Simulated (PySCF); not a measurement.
C2H6O3Si, SMILES O[Si]1(O)COC1.

Coordinates come from a r2SCAN-D4/def2-SVP optimisation. The structure was generated by enumeration, and PubChem lists no compound with its InChIKey, so it may never have been made. One conformer was computed; it need not be the lowest.

Level of theory: PySCF 2.14.0 with TDA-PBE/def2-SVPD.

Vertical excitations.  State labels are in the subgroup Cs.

Question: Give excitation energies, oscillator strengths and character. (Estimate from the structure and the level; the computed values follow.)

Answer: 
| state | symmetry | energy (eV) | λ (nm) | f | main pairs |
|---|---|---|---|---|---|
| S1 | A' | 5.06 | 245 | 0.023 | HOMO→LUMO 99 % |
| S2 | A' | 5.75 | 216 | 0.005 | HOMO→LUMO+1 97 % |
| S3 | A" | 6.02 | 206 | 0.021 | HOMO−1→LUMO 99 % |
| S4 | A' | 6.12 | 203 | 0.004 | HOMO→LUMO+2 97 % |
| S5 | A' | 6.55 | 189 | 0.045 | HOMO−2→LUMO 93 % |
| S6 | A" | 6.62 | 187 | 0.000 | HOMO→LUMO+4 72 %, HOMO−1→LUMO+1 28 % |
| S7 | A" | 6.63 | 187 | 0.003 | HOMO−1→LUMO+1 71 %, HOMO→LUMO+4 28 % |
| S8 | A' | 6.65 | 186 | 0.023 | HOMO→LUMO+3 95 % |
| S9 | A' | 6.89 | 180 | 0.006 | HOMO→LUMO+5 94 % |
| S10 | A" | 7.03 | 176 | 0.034 | HOMO−1→LUMO+2 98 % |
| T1 | A' | 4.98 | 249 | 0 | HOMO→LUMO 100 % |
| T2 | A' | 5.52 | 224 | 0 | HOMO→LUMO+1 95 % |
| T3 | A' | 5.84 | 212 | 0 | HOMO→LUMO+2 95 % |
| T4 | A" | 5.85 | 212 | 0 | HOMO−1→LUMO 100 % |
Triplets are in the Tamm–Dancoff approximation.
